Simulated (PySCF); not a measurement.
Potential energy surface of H2B (anion, charge -1), singlet: map of symmetric stretch and bend. Scanned: B-H bond length and H-B-H angle.

Cartesian coordinates as functions of the variables (Å; names that start with a are angles):
```
B  0  0  0
H  r*sin(a/2)  0  r*cos(a/2)
H  -r*sin(a/2)  0  r*cos(a/2)
```

Computed with RHF/aug-cc-pVDZ run with PySCF 2.14.0.

Energy in kcal/mol above the lowest grid point; x is the B-H bond length (Å), y the H-B-H angle (°).

```
y \ x  1.06  1.12  1.19  1.25  1.31  1.38  1.44  1.50  1.56  1.62   1.69
-----  ----  ----  ----  ----  ----  ----  ----  ----  ----  ----  -----
180    32.4  23.9  21.8  24.7  31.0  41.3  51.8  63.6  76.0  88.8  104.0
170    31.7  23.1  20.8  23.6  29.6  39.5  49.7  60.9  72.5  83.8   95.1
160    29.8  20.9  18.0  20.4  25.8  34.9  44.2  54.1  64.1  73.4   82.7
150    27.0  17.6  14.1  15.8  20.5  28.5  36.7  45.5  54.3  62.5   71.1
140    23.9  14.0   9.7  10.7  14.6  21.6  28.9  36.8  44.8  52.5   60.8
130    21.2  10.7   5.6   5.9   9.0  15.2  21.8  29.0  36.5  43.8   52.0
120    19.6   8.4   2.6   2.1   4.6   9.9  16.0  22.7  29.8  36.9   45.0
110    19.6   7.7   1.1   0.0   1.8   6.5  12.0  18.3  25.1  32.0   40.1
100    21.8   9.3   1.9   0.1   1.3   5.3  10.3  16.2  22.6  29.3   37.3
90     26.8  13.6   5.4   2.9   3.5   6.8  11.3  16.7  22.8  29.2   36.9
80     34.9  21.0  12.0   8.8   8.7  11.3  15.2  20.2  25.8  31.9   39.3
70     46.3  31.6  21.8  17.9  17.1  19.0  22.3  26.7  31.9  37.6   44.6
```

Points that lie below all their neighbours on the grid: x = 1.25, y = 110 (0.0 kcal/mol).
